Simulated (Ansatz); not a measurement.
HfO (`[O]=[Hf]`). The species carries charge 0 and has multiplicity 1. Correlated methods include outer-core shells of Hf, which these sets cover unevenly. Hf takes the def2 core potential.

Bond lengths: O1–Hf2 1.721 Å.

Give the diagnostics of a CCSD(T)/def2-TZVPP run (frozen core, the Gaussian-basis code of Ansatz). (Best estimate.)

Ansatz gave: T1 = 0.0271, largest single amplitude 0.050, largest double 0.116, (T) share of the correlation energy 5.3 %, 12 CCSD cycles. The RHF solution is unstable towards an unrestricted one. T1 lies over the customary mark of 0.02 for closed shells; compounds of d metals often pass it without a breakdown.
